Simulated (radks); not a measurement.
The numbers below are computed, except where a source is named.
Task: Neutral bismuth is in [Hg] 6p(1/2: 2, 3/2: 1). Level of theory: Dirac Kohn-Sham, BLYP, spin-unpolarised, spherical densities, finite nucleus; Fermi nuclear charge, rms radius of each element as measured or else 0.836 A^(1/3) + 0.57 fm (a radial shooting solver on a logarithmic mesh with Libxc functionals). Sub-shells are occupied by j as written (lower j first in brackets). One electron is removed from 5d5/2, 6s1/2, 6p1/2, 6p3/2 in turn, with full relaxation. Which removal costs least, and what does each cost?

Result: 6p3/2 6.851 eV; 6p1/2 9.092 eV; 6s1/2 18.009 eV; 5d5/2 30.961 eV. The 6p3/2 electron leaves first.
